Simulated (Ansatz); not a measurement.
Consider the ligand exchange at the Si–S bond: `F[SiH](Cl)[S][GeH3]` + HCl → `F[SiH](Cl)Cl` + `[SH][GeH3]`.

Program: Ansatz. Geometries: PBE0-D4/def2-TZVP. ΔE: electronic, gas phase. CCSD(T)/CBS adds triple-zeta CCSD(T) − MP2 to the extrapolated MP2 energy (def2 sets, frozen cores). This one scheme is used for every species. Functionals use def2-TZVPP. For Ge outer-core shells are correlated without core-valence functions, which leaves a few kJ/mol of doubt a bond. Scalar relativity is left out up to krypton. One conformer a species, not always the lowest.

`F[SiH](Cl)[S][GeH3]`:

Cartesian coordinates in Å:
```
F -2.489 0.039 1.833
Si -1.306 -0.346 0.850
Cl -2.108 -0.695 -0.997
S 0.037 1.268 0.844
Ge 1.418 0.458 -0.725
H -0.705 -1.611 1.308
H 1.438 -1.073 -0.614
H 2.788 1.058 -0.393
H 0.927 0.902 -2.106
```

HCl:

Cartesian coordinates in Å:
```
Cl -0.131 -0.329 0.533
H 0.131 0.329 -0.533
```

`F[SiH](Cl)Cl`:

```xyz
5

F     0.630    1.023   -1.086
Si    0.003   -0.047   -0.105
Cl   -1.670    0.744    0.714
Cl    1.360   -0.460    1.339
H    -0.323   -1.260   -0.862
```

`[SH][GeH3]`:

Cartesian coordinates in Å:
```
S 0.747 -1.417 -0.632
Ge -0.282 0.263 0.401
H 1.076 -0.691 -1.714
H -1.463 0.767 -0.442
H 0.701 1.414 0.664
H -0.778 -0.336 1.722
```

```
              species  PBE0-D4 energy (Eh)
`F[SiH](Cl)[S][GeH3]`          -3326.62662
                  HCl           -460.66564
       `F[SiH](Cl)Cl`          -1310.07827
         `[SH][GeH3]`          -2477.22380
```

Problem. Work out ΔE.

Solution. ΔE = (-1310.07827) + (-2477.22380) − (-3326.62662) − (-460.66564) = -0.00981 Eh = -25.8 kJ/mol. CCSD(T)/CBS gives -26.6 kJ/mol.

Largest T1 diagnostic among the species: 0.011.

The D4 term adds +10.7 kJ/mol with B3LYP and +6.0 kJ/mol with PBE0; it sums over pairs of atoms, weighted by their polarisabilities, and B3LYP, whose exchange is more repulsive, gets the larger term. In def2-TZVPP, CCSD(T) changes the Hartree–Fock value by +18.6 kJ/mol (the triples alone add +3.1 kJ/mol) and MP2 by +20.7 kJ/mol. Leaving LDA and LC-ωPBE aside and taking each functional with its dispersion term where it has one, the values, not all of them listed here, spread over 12.1 kJ/mol, from B2PLYP to revPBE-D4. LDA lies +5.9 kJ/mol from PBE without D4.

B3LYP here is the variant with VWN-RPA as its local correlation; programs differ in this.
